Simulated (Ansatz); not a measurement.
Species: GaH, charge 0, triplet. This triplet is an excited state, 2.0 eV above the singlet at CCSD(T)/cc-pV5Z (Ansatz, a quantum-chemistry and plane-wave program). GaH (SMILES [GaH], triplet).
B3LYP-D3(BJ)/def2-TZVP minimum from Ansatz:
```
Ga
H 1 1.6249
```
Charge 0, spin multiplicity 3.

Hartree-Fock and CCSD correlation energies in hartree (Ansatz). Open shells are spin-unrestricted; no spin-orbit coupling. Cores are frozen in correlated methods (noble-gas shells, and filled d and f shells in the p block). No relativity. The spin of HGa ([GaH], triplet) was assumed, and the state is the lowest solution found for it.

| basis | X | E(HF) | E(corr, CCSD) |
|---|---|---|---|
| cc-pVTZ | 3 | -1923.78596 | -0.05516 |
| cc-pVQZ | 4 | -1923.78913 | -0.05745 |
| cc-pV5Z | 5 | -1923.78946 | withheld |

Fit E(corr) = E∞ + A/X³ to X = 3 and 4, predict X = 5, and compare with the run.

A = (-0.05516 - (-0.05745))/(1/27 - 1/64) = 0.1069; E∞ = -0.05745 - A/64 = -0.05912; at X = 5, E∞ + A/125 = -0.05827. The run gave -0.05802, 0.25 mEh above the prediction. The same form on X = 4 and 5 gives E∞ = -0.05862, 0.50 mEh above the first estimate.
